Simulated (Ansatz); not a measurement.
Gas-phase electronic energies from Ansatz, PBE0-D4/def2-TZVP geometries. CCSD(T)/CBS adds triple-zeta CCSD(T) − MP2 to the extrapolated MP2 energy (def2 sets, frozen cores). This one scheme is used for every species, atoms too. For atomizations the MP2-based limit and the directly extrapolated one differ by several kJ/mol either way, and by 10 to 25 for some Ge, Se and Sn compounds, so smaller differences from it don't rank the levels. Open shells (•) are unrestricted, without spin–orbit coupling. Spin–orbit coupling would lower the free atoms: a little for Cl, F, O, Si. One conformer a species, not always the lowest.

Reaction (atomization): `F[SiH2]O[SiH](Cl)Cl` → 2 Cl• + F• + 3 H• + O• + 2 Si•

`F[SiH2]O[SiH](Cl)Cl`:

Cartesian coordinates in Å:
```
F -1.465 2.005 -1.288
Si -1.223 1.040 -0.049
O 0.109 0.165 -0.377
Si 1.228 -0.954 -0.082
Cl 2.212 -0.500 1.641
Cl 0.338 -2.773 0.132
H -0.990 1.877 1.144
H -2.393 0.147 0.072
H 2.185 -1.008 -1.193
```

```csv
species,HF/def2-QZVPP energy (Eh)
`F[SiH2]O[SiH](Cl)Cl`,-1673.39105
Cl•,-459.48954
F•,-99.41589
H•,-0.49998
O•,-74.81863
Si•,-288.85873
```

Problem. Work out ΔE.

Solution. ΔE = 3 × (-0.49998) + 2 × (-459.48954) + 2 × (-288.85873) + (-99.41589) + (-74.81863) − (-1673.39105) = 0.96005 Eh = +602.4 kcal/mol. CCSD(T)/CBS gives +801.4 kcal/mol.

Largest T1 diagnostic among the species: 0.012.

From PBE to PBE0 (25 % exact exchange), in def2-TZVPP and without D4, ΔE moves by −9.7 kcal/mol: exact exchange takes away binding that semilocal exchange gives to molecules. In def2-TZVPP, CCSD(T) changes the Hartree–Fock value by +174.8 kcal/mol (the triples alone add +11.9 kcal/mol) and MP2 by +201.1 kcal/mol; breaking electron pairs costs correlation energy, which Hartree–Fock lacks.
